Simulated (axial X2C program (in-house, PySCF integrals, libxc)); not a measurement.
## HfH: cheaper levels and CCSD(T), with spin–orbit coupling

Calculated with an in-house relativistic program for diatomic molecules. Two-component (2c) means X2C with spin–orbit coupling and atomic mean-field two-electron Coulomb and Gaunt terms. Basis: Hf dyall-cv3z [13s14p9d7f4g], H dyall-v3z [6s2p1d] (cores contracted in-house); Gaussian nuclei, density fitting, unrestricted open shells. Masses: Hf 179.947 u, H 1.008 u.

State: Ω = 3/2 (⟨Sz⟩ = -0.47, ⟨Lz⟩ = 1.97 at HF); fragments Hf + H.

```tsv
level	Re (Å)	ωe (cm⁻¹)
PBE0	1.819	1690.2
HF	1.875	1648.1
CCSD	1.845	1661.7
LDA	1.804	1693.2
```

Correlated methods: 13 electrons correlated (number of frozen shells: Hf 4 s, 3 p, 2 d, 1 f; H none), 249 virtual spin orbitals or spinors in MP2, 110 natural virtuals in coupled cluster.

CCSD(T), same Hamiltonian and basis:

Re = 1.843 Å, ωe = 1660.1 cm⁻¹, De = 2.64 eV; T1 = 0.062 (Lee–Taylor normalisation).

Q: Give the differences from CCSD(T) in the columns below.

A: 

```csv
level,ΔRe (Å),Δωe (cm⁻¹)
PBE0,-0.024,30
HF,0.032,-12
CCSD,0.002,2
LDA,-0.039,33
```

Occupations by symmetry block were frozen at the best pattern of an incomplete PBE0 search. De is counted from the lowest determinant-based energies of the atoms at the same level, without counterpoise correction. De is not given where an atomic determinant may have missed its ground term or J level, or where the truncated virtual space spoils (T). Density functionals use the spin component along the axis (collinear). CCSD and (T) use frozen natural virtuals with an MP2 correction for the truncation; (T) itself is uncorrected, so its De runs slightly low. Other states lie close and PBE0, whose exact exchange favours high spin, may order them wrongly; the determinant shown need not be the ground state. The nearest other 2c determinant of the search, Ω = 1/2, lies 0.21 eV up at the distance of the search. Without a current term, density functionals place determinants with orbital angular momentum somewhat too high. The determinant is spin-polarised beyond a pure state at some levels (its spin-free form has ⟨S²⟩ too high), which makes Re and μ there less reliable. The T1 diagnostic is large, a sign of multireference character.
